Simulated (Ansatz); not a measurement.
Stretching the Sn1–H4 bond in BrFH2Sn (SMILES [F][SnH2][Br]) (multiplicity 1 held, fragments rigid). Energies count from the point at 1.700 Å.
Geometry at that point (charge 0, multiplicity 1):
```tsv
atom	x (Å)	y (Å)	z (Å)
Sn	-0.8209	-0.2542	0.0412
F	-1.5335	1.4364	-0.5548
Br	1.6422	0.0461	0.0704
H	-1.2425	-1.3772	-1.1627
H	-1.3881	-0.4538	1.6308
```

Unrestricted levels (U-) break spin symmetry where that is lower. Active spaces are followed from a long bond inwards. Levels need not reach the same state.

Correlated levels freeze the cores. Filled d and f shells under p-block atoms count as core.

Run with Ansatz (Gaussian orbitals). Values without a source in brackets are computed. In def2 rows elements past Kr take small-core potentials, without spin–orbit coupling.

### Question
Predict the energy at R = 5.438 Å from U-CCSD/def2-SVP.

### Answer
308 kJ/mol

### Question
What is the computed energy at R = 5.438 Å (FIC-MRCISD+Q on CASSCF(2,2)/def2-SVP)?

### Answer
311 kJ/mol

Doubts at one or more of the structures used: a spin-contaminated determinant (U-CCSD/def2-SVP).

Ansatz is an electronic-structure program.
